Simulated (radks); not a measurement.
Q: The mean radii <r> (bohr) of the occupied orbitals of an atom or ion are listed with their occupations. All-electron calculation, Dirac Kohn-Sham, LDA (Slater exchange, Perdew-Wang correlation), spin-unpolarised, spherical densities, point nucleus. Program: a radial shooting solver on a logarithmic mesh with Libxc functionals.

| orbital | occ. | <r> |
|---|---|---|
| 1s1/2 | 2 | 0.04280 |
| 2s1/2 | 2 | 0.1895 |
| 2p1/2 | 2 | 0.1628 |
| 2p3/2 | 4 | 0.1667 |
| 3s1/2 | 2 | 0.5518 |
| 3p1/2 | 2 | 0.5566 |
| 3p3/2 | 4 | 0.5671 |
| 3d3/2 | 4 | 0.5833 |
| 3d5/2 | 6 | 0.5873 |
| 4s1/2 | 2 | 1.503 |
| 4p1/2 | 1 | 1.670 |

Name the element and its charge. Open shells, if any, fill j = l - 1/2 first.

A: Z = 35, bromine, charge +4: Br4+ in [Ar] 3d10 4s2 4p1. The 1s radius gives Z: for a bare nucleus <r> = (2 gamma + 1)/(2Z) with gamma = sqrt(1 - (Z/c)^2), 0.04191 bohr for Z = 35, and screening makes it slightly larger (0.04280 here). The occupations add up to 31, and the charge is Z minus that.
